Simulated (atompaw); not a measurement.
## Before and after: PAW (atompaw) potential for Te

- Element: tellurium (Te)
- Generator: atompaw 4.2.0.5
- Type: PAW
- Functional: LDA (PW92)
- Relativity: scalar-relativistic
- Frozen core: [Ar] 3d10 4s2
- Valence charge: 22
- Reference configuration: 4p6 4d10 5s2 5p2.5 (charge +1.5)
- Partial waves: 5s (bound): rc 2.05 bohr; 5s channel at -0.95 Ry: rc 2.05 bohr; 4p (bound): rc 1.30 bohr; 5p (bound): rc 2.05 bohr; 4d (bound): rc 1.30 bohr; 4d channel at -3.15 Ry: rc 2.05 bohr
- Local potential: bessel scheme, radius 1.85 bohr
- Core correction: smooth core density matched at 1.25 bohr
- Augmentation charge: sinc compensation charge, radius 1.50 bohr; PAW radius 2.05 bohr; waves and projectors: custom polynom gramschmidtortho

Change: all radii scaled by about 1.14 (s 2.34, p 1.48, d 1.48 bohr); local potential bessel scheme, radius 2.10 bohr; augmentation sinc compensation charge, radius 1.70 bohr; PAW radius 2.34 bohr; waves and projectors: custom polynom gramschmidtortho; core correction smooth core density matched at 1.42 bohr.

Cutoffs: the cutoffs (Ry, on a coarse ladder) from which the occupation-weighted sum of valence levels, in a spherical-Bessel basis at the reference potential, stays within 10 and 1 mRy of its value at 400 Ry; they do not see the model core or the augmentation charge, which bear on the density cutoff.

What does the change do?

The potential gets softer (100 Ry and 160 Ry → 80 Ry and 120 Ry); neither file shows a bound ghost. A larger radius leaves more room for a smooth pseudo-wave, so fewer plane waves are needed.

```tsv
quantity	base	changed
cutoff, loose	100 Ry	80 Ry
cutoff, tight	160 Ry	120 Ry
loose cutoff by channel (10 mRy a level)	s 10 Ry, p 45 Ry, d 50 Ry	s 6 Ry, p 35 Ry, d 40 Ry
bound ghosts	none	none
lowest overlap eigenvalue by channel	s 0.21, p 0.55, d 0.21	s 0.21, p 0.61, d 0.34
```

 The cutoffs see the waves, projectors and local potential, not the compensation charge or the core.
